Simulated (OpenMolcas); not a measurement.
# Pr4+ in a ligand field

Pr4+ with 6 ligands (iodide) in octahedral coordination (Oh) at 2.98 Å. A charge of +0.333 e stands 3.2 Å behind each ligand. Ligand basis ANO-RCC-VDZP.

```yaml
Program: OpenMolcas 26.06
Method: CASSCF
Basis: ANO-RCC-VTZP [8s7p5d3f2g1h]
Scalar_Hamiltonian: DKH2, point nucleus
Active_space: 1 electron in 7 orbitals (4f)
State_averaging: 2S+1 = 2 odd, 7 roots
Spin-orbit_coupling: RASSI with atomic mean-field integrals over the reference wave functions
```

The lowest spin-free states (labels of O, the rotations of Oh), above the lowest:

```json
{"State": "2A2", "Degeneracy": "1", "E (cm-1)": "0.0", "Free-ion L (%)": "F (100)"}
{"State": "2T2", "Degeneracy": "3", "E (cm-1)": "610.0", "Free-ion L (%)": "F (100)"}
{"State": "2T1", "Degeneracy": "3", "E (cm-1)": "1644", "Free-ion L (%)": "F (100)"}
```

The lowest levels with spin-orbit coupling:

```json
{"E (cm-1)": "0.0", "Degeneracy": "2", "Label": "Γ7", "2S+1": "2", "J": "2.53", "|mJ| (%)": "3/2 (83)", "g": "1.24 1.24 1.24"}
{"E (cm-1)": "909.1", "Degeneracy": "4", "Label": "Γ8", "2S+1": "2", "J": "2.53", "|mJ| (%)": "1/2 (49)", "g": ""}
{"E (cm-1)": "3063", "Degeneracy": "2", "Label": "Γ7", "2S+1": "2", "J": "3.51", "|mJ| (%)": "5/2 (75)", "g": "3.23 3.23 3.23"}
{"E (cm-1)": "3832", "Degeneracy": "4", "Label": "Γ8", "2S+1": "2", "J": "3.46", "|mJ| (%)": "3/2 (37)", "g": ""}
{"E (cm-1)": "4301", "Degeneracy": "2", "Label": "Γ6", "2S+1": "2", "J": "3.46", "|mJ| (%)": "1/2 (59)", "g": "2.59 2.59 2.59"}
```

Powder χT (cm3 K/mol): 0.146 at 2 K, 0.153 at 10 K, 0.191 at 50 K, 0.238 at 100 K, 0.333 at 200 K, 0.425 at 300 K. The effective moment at 300 K is 2.828 √(χT) = 1.84 μB.

Hund's rules give f1 the level 2F5/2 with g = 0.857, so an isolated free-ion multiplet has χT = g² J(J+1) / 8 = 0.804 cm3 K/mol. The computed 0.425 at 300 K differs by -47 %, through the field's splitting, the mixing of terms and any other multiplet in reach.

Stevens parameters of the J = 5/2 multiplet, which is 909 cm-1 wide (cm-1, z along the main axis): B40 = 2.488e+00, B44 = 1.288e+01.

Metal share of the active 4f orbitals (Löwdin): 98, 98, 98, 99, 99, 99, 100 %; Mulliken charge of the metal 0.82.

No measured value stands beside these numbers; the geometry is a model, was not optimised and need not be the one that this ion takes.
